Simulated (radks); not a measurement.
Results of a calculation; reference values are marked as such.
The carbon ion C+ inside a hard spherical wall (all orbitals vanish at R), configuration held at [He] 2s2 2p1 and not refilled when levels cross. Code: a radial shooting solver on a logarithmic mesh with Libxc functionals. Model: non-relativistic Kohn-Sham, r2SCAN, spin-polarised, spherical densities, point nucleus; open shells are filled with parallel spins first; meta-GGA in the generalised Kohn-Sham scheme. Eigenvalues in eV for spin up, with the zero of energy where the potential of the charges vanishes at infinity; a dash marks a level that is unbound or too diffuse for the functional's potential to be trusted. A positive occupied level is held by the wall or, in an anion where self-interaction has pushed it up, behind a barrier. The pressure on the wall is -dE/dV.

\begin{tabular}{lrrrrrrrr}
R (bohr) & E (hartree) & kinetic (hartree) & e(1s) & e(2s) & e(2p) & e(3s, empty) & e(3p, empty) & pressure (GPa) \\ \hline
free & -37.38111 & 37.275 & -292.47 & -27.389 & -17.767 & - & - & 0 \\
15 & -37.38111 & 37.275 & -292.47 & -27.389 & -17.767 & - & - & < 0.0001 \\
10 & -37.38111 & 37.275 & -292.47 & -27.389 & -17.767 & -4.026 & -2.446 & < 0.0001 \\
8 & -37.38110 & 37.275 & -292.47 & -27.389 & -17.767 & -3.516 & -1.588 & 0.000352 \\
7 & -37.38107 & 37.276 & -292.47 & -27.386 & -17.764 & -2.811 & -0.577 & 0.00396 \\
6 & -37.38078 & 37.279 & -292.44 & -27.371 & -17.744 & -1.303 & 1.365 & 0.0462 \\
4 & -37.35727 & 37.451 & -291.33 & -26.698 & -16.898 & 10.720 & 14.034 & 7.42 \\
2.5 & -36.83145 & 39.607 & -281.42 & -18.136 & -7.828 & 68.691 & 64.563 & 433 \\
2 & -35.77593 & 42.722 & -270.71 & -4.124 & 4.808 & 136.90 & 119.15 & 2070 \\
\end{tabular}
